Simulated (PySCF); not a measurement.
Worked example: oscillator strength and radiative lifetime

B(Me)(Et)(NH2) (C3H10BN), SMILES CCB(C)N.

Geometry: r2SCAN-D4/def2-SVP. One conformer was computed; it need not be the lowest.

TDDFT-PBE/def2-SVPD (PySCF) puts the first singlet state with f over 0.02 at 7.43 eV (vertical), with the transition dipole (-0.194, -0.443, 0.000) in atomic units.

Question: Find the oscillator strength, the wavelength and the radiative lifetime that this transition would have in vacuum if emission retraced absorption.

Answer: 
|μ|² = 0.2339 au, so |μ| = 1.23 D. ΔE = 7.43/27.211 = 0.2730 hartree. f = (2/3) ΔE |μ|² = 0.043 (the program prints 0.043).
λ = 1239.84/7.43 = 167 nm; ν = 59927 cm⁻¹.
Einstein's coefficient A = 0.6670 ν² f s⁻¹ (ν in cm⁻¹) = 1.0e8 s⁻¹, so τ = 1/A = 9.8 ns. This state is S5; the lower singlets have f = 0.006, 0.016, 0.000, 0.002. The figure is the radiative limit of this one transition; relaxation, internal conversion, crossing to triplets and a medium change what is measured.
